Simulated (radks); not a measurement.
The numbers below are computed, except where a source is named.
Question: Coherent X-ray form factor from a spherical all-electron density. Level of theory: Dirac Kohn-Sham, LDA (Slater exchange, Perdew-Wang correlation), spin-unpolarised, spherical densities, finite nucleus; Fermi nuclear charge, rms radius of each element as measured or else 0.836 A^(1/3) + 0.57 fm (a radial shooting solver on a logarithmic mesh with Libxc functionals).

| sin(theta)/lambda (1/angstrom) | f0 (electrons) |
|---|---|
| 0.05 | 34.951 |
| 0.1 | 34.803 |
| 0.15 | 34.560 |
| 0.2 | 34.225 |
| 0.25 | 33.803 |
| 0.3 | 33.302 |
| 0.4 | 32.090 |
| 0.5 | 30.658 |
| 0.6 | 29.080 |
| 0.8 | 25.767 |
| 1 | 22.610 |
| 1.25 | 19.233 |
| 1.5 | 16.527 |
| 2 | 12.450 |

The species is in the configuration that NIST lists as its ground one. Which atom or ion scatters so?

Answer: The erbium ion Er33+, [Ar] 3d10 4s2 4p5. Extrapolating in s^2 from the first two rows gives f0(0) = 35.0, near the electron count 35; among species with that count, the fall with angle is slower the higher Z, and the table is that of Z = 68; from so few rows the species is fixed only to a neighbour or two.
